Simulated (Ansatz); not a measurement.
Geometry optimisation, RKS PBE0/def2-TZVP (Ansatz).

Input file:

```yaml
crystal:
  periodic: [false, false, false]
  atoms:
    - { symbol: C, position_ang: [-0.73145, 1.30986, -0.47269] }
    - { symbol: Cu, position_ang: [0.2828, -0.25651, 0.01069] }
    - { symbol: O, position_ang: [1.29454, -1.81449, 0.48503] }
    - { symbol: H, position_ang: [-1.29963, 1.74468, 0.35298] }
    - { symbol: H, position_ang: [-1.46626, 1.1294, -1.2601] }
    - { symbol: H, position_ang: [-0.10713, 2.12321, -0.84767] }
    - { symbol: H, position_ang: [2.13015, -1.41884, 0.78161] }
    - { symbol: H, position_ang: [1.42752, -2.22917, -0.3826] }
basis:
  gaussian: { orbitals: def2-TZVP }
hamiltonian:
  xc: pbe0
relax:
  f_tol: 0.015
  max_steps: 40
```

Launched with:

```bash
$ ansatz run input.yaml --threads 2 --pin off --max-ram 3072MiB --backend cpu --events-out ev --progress --plain --runs-dir out
```

Question: Where does it end, and by what steps?

Answer: It converged. After 5 steps the energy has fallen by 0.102 eV; H7 moved furthest, 0.14 Å.

| step | energy less start (eV) | largest force component (eV/Å) | accepted |
| --- | --- | --- | --- |
| 0 | 0.0000 | 1.035 | yes |
| 1 | -0.0652 | 0.584 | yes |
| 2 | -0.0991 | 0.220 | yes |
| 3 | -0.1014 | 0.043 | yes |
| 4 | -0.1020 | 0.053 | yes |
| 5 | -0.1022 | 0.007 | yes |

```xyz
8
Properties=species:S:1:pos:R:3
C -0.769 1.370 -0.491
Cu 0.248 -0.161 -0.039
O 1.320 -1.783 0.444
H -1.312 1.743 0.384
H -1.502 1.130 -1.268
H -0.128 2.175 -0.864
H 2.174 -1.550 0.824
H 1.500 -2.336 -0.324
```

The run took 22 s on 2 threads of Intel(R) Xeon(R) Platinum 8259CL CPU @ 2.50GHz (Skylake/Cascade Lake), on a shared host, peak memory 0.34 GiB.
